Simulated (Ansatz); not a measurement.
A short molecular-dynamics run on `C=C[SiH]Br` radical.

```yaml
crystal:
  periodic: [false, false, false]
  atoms:
    - {symbol: C, position_ang: [-0.125228, 1.320659, -0.144053]}
    - {symbol: C, position_ang: [0.423065, 0.276767, 0.481360]}
    - {symbol: Si, position_ang: [0.434815, -1.453723, -0.140569]}
    - {symbol: Br, position_ang: [-1.039307, -1.740299, -1.778355]}
    - {symbol: H, position_ang: [-0.673674, 1.203902, -1.073652]}
    - {symbol: H, position_ang: [-0.055482, 2.327600, 0.255854]}
    - {symbol: H, position_ang: [0.970867, 0.450385, 1.407595]}
    - {symbol: H, position_ang: [0.157243, -2.442492, 0.936020]}
basis:
  gaussian: {orbitals: "6-31G*"}
magnetization: {spin_polarized: true, initial_magnetization: 1}
hamiltonian: {xc: {name: PBE}}
md: {timestep: 0.5 fs, n_steps: 20, ensemble: nvt_langevin, temperature: 1000, initial_velocities: maxwell_boltzmann, friction: 0.01, seed: 19}
```

```sh
$ ansatz run in.yaml --threads 4 --pin off --events-out ev --progress --plain --max-ram 10444MiB
```

```csv
step,time (fs),potential energy (eV),kinetic (eV),T (K),conserved (eV)
0,0.0,-80036.3080,0.9048,875,–
1,0.5,-80036.2791,0.8578,829,–
2,1.0,-80036.2059,0.8190,792,–
3,1.5,-80036.1067,0.7900,764,–
4,2.0,-80036.0007,0.6189,598,–
5,2.5,-80035.9112,0.5523,534,–
6,3.0,-80035.8483,0.5024,486,–
7,3.5,-80035.8208,0.4892,473,–
8,4.0,-80035.8321,0.5393,522,–
9,4.5,-80035.8734,0.5826,563,–
10,5.0,-80035.9333,0.5951,575,–
11,5.5,-80036.0036,0.6497,628,–
12,6.0,-80036.0664,0.6861,663,–
13,6.5,-80036.1033,0.7412,717,–
14,7.0,-80036.0995,0.7143,691,–
15,7.5,-80036.0509,0.6362,615,–
16,8.0,-80035.9705,0.6085,588,–
17,8.5,-80035.8878,0.5976,578,–
18,9.0,-80035.8331,0.6163,596,–
19,9.5,-80035.8226,0.6076,588,–
20,10.0,-80035.8551,0.6734,651,–
```

Velocities are drawn at the set temperature; a run this short doesn't reach equilibrium.

Frames (Å, forces in eV/Å):

```xyz
8
time=0.0 fs
C    -0.125    1.321   -0.144   -0.240    0.521   -0.294
C     0.423    0.277    0.481    0.241   -0.546    0.306
Si    0.435   -1.454   -0.141    0.347   -0.094    0.002
Br   -1.039   -1.740   -1.778   -0.300   -0.101   -0.339
H    -0.674    1.204   -1.074   -0.192    0.013   -0.324
H    -0.055    2.328    0.256   -0.005    0.370    0.121
H     0.971    0.450    1.408    0.200    0.041    0.316
H     0.157   -2.442    0.936   -0.053   -0.205    0.212
8
time=0.5 fs
C    -0.122    1.323   -0.138   -1.076    0.590   -1.439
C     0.428    0.281    0.478    0.155   -0.833    0.128
Si    0.435   -1.455   -0.140    0.400    0.227   -0.261
Br   -1.040   -1.741   -1.778   -0.290   -0.107   -0.317
H    -0.715    1.218   -1.082    0.442    0.003    0.559
H    -0.067    2.334    0.244    0.084    0.461    0.270
H     0.968    0.451    1.398    0.412    0.099    0.597
H     0.168   -2.428    0.928   -0.127   -0.439    0.463
8
time=1.0 fs
C    -0.119    1.326   -0.133   -1.788    0.754   -2.290
C     0.432    0.286    0.474    0.085   -1.097   -0.008
Si    0.436   -1.456   -0.140    0.449    0.543   -0.530
Br   -1.041   -1.742   -1.778   -0.279   -0.112   -0.294
H    -0.756    1.230   -1.089    0.982   -0.035    1.212
H    -0.078    2.343    0.233    0.157    0.468    0.371
H     0.966    0.451    1.390    0.591    0.151    0.821
H     0.179   -2.415    0.920   -0.197   -0.671    0.718
8
time=1.5 fs
C    -0.117    1.330   -0.128   -2.374    0.950   -2.892
C     0.437    0.290    0.470    0.068   -1.306   -0.046
Si    0.436   -1.458   -0.139    0.492    0.868   -0.822
Br   -1.042   -1.743   -1.778   -0.264   -0.118   -0.265
H    -0.796    1.244   -1.093    1.417   -0.106    1.652
H    -0.089    2.352    0.222    0.231    0.442    0.461
H     0.966    0.451    1.385    0.697    0.182    0.924
H     0.191   -2.402    0.913   -0.267   -0.912    0.988
8
time=2.0 fs
C    -0.115    1.333   -0.124   -2.841    1.170   -3.299
C     0.441    0.294    0.466    0.106   -1.475    0.015
Si    0.437   -1.460   -0.139    0.526    1.172   -1.101
Br   -1.043   -1.745   -1.778   -0.247   -0.124   -0.236
H    -0.832    1.260   -1.093    1.750   -0.195    1.927
H    -0.099    2.362    0.211    0.301    0.392    0.535
H     0.969    0.450    1.382    0.733    0.195    0.916
H     0.202   -2.391    0.907   -0.329   -1.135    1.242
8
time=2.5 fs
C    -0.115    1.336   -0.121   -3.183    1.447   -3.518
C     0.445    0.298    0.461    0.180   -1.617    0.149
Si    0.438   -1.462   -0.139    0.546    1.411   -1.303
Br   -1.044   -1.746   -1.778   -0.233   -0.129   -0.211
H    -0.864    1.275   -1.089    1.988   -0.292    2.068
H    -0.106    2.372    0.203    0.358    0.281    0.574
H     0.972    0.451    1.381    0.715    0.191    0.815
H     0.211   -2.383    0.904   -0.372   -1.293    1.426
8
time=3.0 fs
C    -0.115    1.340   -0.118   -3.414    1.691   -3.592
C     0.449    0.302    0.457    0.253   -1.704    0.305
Si    0.438   -1.463   -0.139    0.558    1.573   -1.402
Br   -1.045   -1.747   -1.778   -0.228   -0.133   -0.192
H    -0.892    1.291   -1.081    2.157   -0.386    2.114
H    -0.109    2.382    0.197    0.404    0.156    0.595
H     0.978    0.453    1.382    0.663    0.175    0.651
H     0.221   -2.380    0.904   -0.392   -1.370    1.521
8
time=3.5 fs
C    -0.115    1.344   -0.117   -3.522    1.809   -3.535
C     0.454    0.305    0.453    0.284   -1.686    0.441
Si    0.438   -1.465   -0.140    0.556    1.631   -1.380
Br   -1.045   -1.748   -1.778   -0.230   -0.138   -0.181
H    -0.915    1.305   -1.067    2.263   -0.468    2.086
H    -0.110    2.391    0.192    0.443    0.046    0.612
H     0.984    0.456    1.384    0.593    0.154    0.455
H     0.231   -2.380    0.908   -0.388   -1.349    1.502
8
time=4.0 fs
C    -0.117    1.348   -0.116   -3.499    1.842   -3.348
C     0.460    0.308    0.448    0.278   -1.567    0.571
Si    0.438   -1.467   -0.141    0.540    1.583   -1.243
Br   -1.046   -1.749   -1.778   -0.238   -0.143   -0.177
H    -0.934    1.318   -1.049    2.300   -0.541    1.985
H    -0.110    2.401    0.188    0.477   -0.083    0.620
H     0.991    0.456    1.387    0.503    0.135    0.221
H     0.238   -2.384    0.916   -0.362   -1.226    1.371
8
time=4.5 fs
C    -0.120    1.353   -0.116   -3.358    1.830   -3.037
C     0.467    0.310    0.444    0.242   -1.380    0.690
Si    0.438   -1.469   -0.142    0.517    1.469   -1.024
Br   -1.047   -1.750   -1.778   -0.248   -0.145   -0.177
H    -0.947    1.329   -1.026    2.260   -0.611    1.799
H    -0.111    2.412    0.185    0.509   -0.236    0.620
H     0.999    0.456    1.392    0.403    0.113   -0.036
H     0.242   -2.391    0.927   -0.326   -1.040    1.166
8
time=5.0 fs
C    -0.124    1.358   -0.117   -3.085    1.738   -2.606
C     0.473    0.312    0.440    0.174   -1.131    0.782
Si    0.437   -1.471   -0.144    0.493    1.331   -0.771
Br   -1.048   -1.751   -1.778   -0.257   -0.145   -0.180
H    -0.955    1.338   -0.998    2.128   -0.672    1.523
H    -0.110    2.422    0.182    0.534   -0.372    0.616
H     1.007    0.459    1.398    0.299    0.086   -0.298
H     0.242   -2.399    0.939   -0.285   -0.835    0.934
8
time=5.5 fs
C    -0.129    1.363   -0.119   -2.651    1.567   -2.048
C     0.480    0.314    0.437    0.080   -0.855    0.840
Si    0.437   -1.473   -0.145    0.464    1.164   -0.490
Br   -1.049   -1.752   -1.778   -0.266   -0.144   -0.183
H    -0.956    1.345   -0.967    1.866   -0.722    1.139
H    -0.108    2.430    0.180    0.548   -0.465    0.609
H     1.016    0.462    1.402    0.200    0.061   -0.541
H     0.241   -2.408    0.952   -0.240   -0.607    0.675
8
time=6.0 fs
C    -0.134    1.368   -0.122   -2.039    1.330   -1.346
C     0.486    0.316    0.434   -0.047   -0.564    0.844
Si    0.437   -1.474   -0.146    0.432    0.978   -0.188
Br   -1.049   -1.753   -1.778   -0.276   -0.141   -0.188
H    -0.953    1.351   -0.935    1.449   -0.764    0.625
H    -0.105    2.437    0.181    0.556   -0.518    0.600
H     1.025    0.464    1.405    0.116    0.046   -0.742
H     0.238   -2.418    0.968   -0.190   -0.365    0.397
8
time=6.5 fs
C    -0.140    1.375   -0.125   -1.204    1.010   -0.474
C     0.492    0.317    0.431   -0.215   -0.246    0.794
Si    0.437   -1.475   -0.147    0.395    0.783    0.114
Br   -1.050   -1.753   -1.778   -0.284   -0.137   -0.195
H    -0.946    1.355   -0.901    0.835   -0.805   -0.049
H    -0.102    2.442    0.182    0.560   -0.519    0.596
H     1.035    0.466    1.407    0.049    0.037   -0.903
H     0.232   -2.430    0.984   -0.137   -0.122    0.117
8
time=7.0 fs
C    -0.146    1.381   -0.128   -0.137    0.589    0.551
C     0.499    0.319    0.429   -0.427    0.080    0.677
Si    0.438   -1.475   -0.148    0.354    0.592    0.403
Br   -1.051   -1.754   -1.777   -0.289   -0.131   -0.199
H    -0.935    1.357   -0.868    0.011   -0.840   -0.878
H    -0.098    2.444    0.184    0.556   -0.438    0.601
H     1.044    0.468    1.407    0.013    0.035   -1.001
H     0.226   -2.442    1.000   -0.082    0.112   -0.154
8
time=7.5 fs
C    -0.151    1.388   -0.131    1.080    0.147    1.658
C     0.505    0.320    0.428   -0.672    0.381    0.486
Si    0.438   -1.476   -0.149    0.315    0.437    0.656
Br   -1.052   -1.754   -1.777   -0.291   -0.124   -0.200
H    -0.924    1.358   -0.839   -0.946   -0.868   -1.781
H    -0.091    2.444    0.189    0.535   -0.326    0.594
H     1.053    0.470    1.405    0.012    0.043   -1.025
H     0.220   -2.453    1.017   -0.033    0.310   -0.388
8
time=8.0 fs
C    -0.156    1.395   -0.134    2.313   -0.198    2.747
C     0.512    0.322    0.426   -0.935    0.637    0.235
Si    0.439   -1.477   -0.150    0.278    0.301    0.877
Br   -1.053   -1.755   -1.776   -0.289   -0.117   -0.195
H    -0.915    1.357   -0.816   -1.916   -0.888   -2.643
H    -0.083    2.445    0.197    0.488   -0.274    0.544
H     1.061    0.474    1.398    0.049    0.055   -0.968
H     0.214   -2.464    1.034    0.012    0.484   -0.597
8
time=8.5 fs
C    -0.160    1.401   -0.137    3.336   -0.484    3.613
C     0.518    0.323    0.424   -1.204    0.843   -0.053
Si    0.440   -1.477   -0.151    0.246    0.178    1.076
Br   -1.055   -1.755   -1.776   -0.285   -0.110   -0.186
H    -0.911    1.354   -0.798   -2.684   -0.889   -3.279
H    -0.072    2.445    0.207    0.420   -0.251    0.461
H     1.071    0.480    1.387    0.120    0.069   -0.842
H     0.209   -2.475    1.051    0.052    0.645   -0.789
8
time=9.0 fs
C    -0.164    1.408   -0.139    3.951   -0.790    4.093
C     0.525    0.325    0.422   -1.500    1.005   -0.403
Si    0.440   -1.478   -0.152    0.221    0.070    1.254
Br   -1.057   -1.756   -1.776   -0.283   -0.102   -0.178
H    -0.914    1.349   -0.789   -3.051   -0.859   -3.537
H    -0.062    2.444    0.221    0.341   -0.208    0.369
H     1.080    0.485    1.373    0.233    0.094   -0.636
H     0.204   -2.486    1.067    0.088    0.790   -0.963
8
time=9.5 fs
C    -0.167    1.415   -0.140    4.055   -1.126    4.120
C     0.531    0.327    0.419   -1.807    1.140   -0.778
Si    0.441   -1.478   -0.153    0.196   -0.030    1.392
Br   -1.059   -1.757   -1.776   -0.277   -0.093   -0.168
H    -0.922    1.343   -0.788   -2.917   -0.780   -3.349
H    -0.052    2.441    0.237    0.258   -0.156    0.272
H     1.089    0.489    1.357    0.369    0.132   -0.383
H     0.198   -2.497    1.082    0.122    0.914   -1.105
8
time=10.0 fs
C    -0.169    1.421   -0.140    3.648   -1.450    3.707
C     0.538    0.329    0.416   -2.073    1.214   -1.110
Si    0.441   -1.478   -0.153    0.172   -0.098    1.479
Br   -1.061   -1.758   -1.775   -0.268   -0.084   -0.155
H    -0.939    1.335   -0.792   -2.305   -0.639   -2.746
H    -0.042    2.439    0.253    0.173   -0.122    0.169
H     1.101    0.492    1.340    0.504    0.177   -0.139
H     0.192   -2.504    1.093    0.150    1.001   -1.204
```

It took 16 s on 4 threads of an Intel Xeon 6975P-C on a shared host, with 0.22 GiB of host memory at the peak.
